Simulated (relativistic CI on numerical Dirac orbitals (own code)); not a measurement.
Method of calculation: Dirac-Coulomb-Breit CI, KLI orbitals optimised for each configuration, model QED (radiative potential, 1s self-energy scaled to tabulated hydrogen-like ionisation energies), unscaled Slater integrals (own radial code, finite nucleus).

Configurations in the expansion (outside the closed core [Ne]): 3s2 3p6 3d5, 3s2 3p5 3d6, 3s2 3p4 3d7, 3s 3p6 3d6, 3p6 3d7, 3s 3p5 3d7, 3s2 3p6 3d4 4s, 3s2 3p6 3d4 4p, 3s2 3p4 3d6 4s, 3s2 3p6 3d4 4d, 3s2 3p4 3d6 4p, 3s2 3p5 3d5 4s, 3s2 3p6 3d4 4f, 3s 3p5 3d6 4s, 3s2 3p5 3d5 4p, 3s 3p5 3d6 4p, 3p6 3d6 4s, 3s2 3p6 3d3 4s2, 3p6 3d6 4p, 3s2 3p6 3d3 4s 4p, 3s2 3p6 3d4 5s, 3p6 3d5 4s2. Levels of other configurations are missing.

At this charge energies of transitions that change n are usually good to better than 1 %, and those within a shell (Δn = 0) to a few per cent.

Outline of the computed level scheme of Pt LVI. Lowest level of each configuration: 3s2 3p6 3d5 2D_5/2 at 0.000 eV; 3s2 3p5 3d6 4G°_11/2 at 417.971 eV.

Some strong electric-dipole decays among the lowest 45 levels: 3s2 3p5 3d6 2D°_5/2 → 3s2 3p6 3d5 2D_5/2 (2.2e+12 s⁻¹); 3s2 3p5 3d6 4D°_7/2 → 3s2 3p6 3d5 2D_5/2 (7.2e+11 s⁻¹); 3s2 3p5 3d6 4D°_7/2 → 3s2 3p6 3d5 2D_5/2 (1.6e+11 s⁻¹); 3s2 3p5 3d6 2P°_1/2 → 3s2 3p6 3d5 4D_3/2 (1.5e+10 s⁻¹); 3s2 3p5 3d6 4G°_11/2 → 3s2 3p6 3d5 2H_11/2 (1.2e+10 s⁻¹); 3s2 3p5 3d6 4D°_7/2 → 3s2 3p6 3d5 2G_9/2 (1.1e+10 s⁻¹); 3s2 3p5 3d6 4F°_9/2 → 3s2 3p6 3d5 4G_7/2 (1.1e+10 s⁻¹); 3s2 3p5 3d6 4G°_11/2 → 3s2 3p6 3d5 2G_9/2 (9.5e+09 s⁻¹).

LS names give the leading component of a level, which can be under half, so a name can repeat, a term be missing and a line seem to break the LS rules.
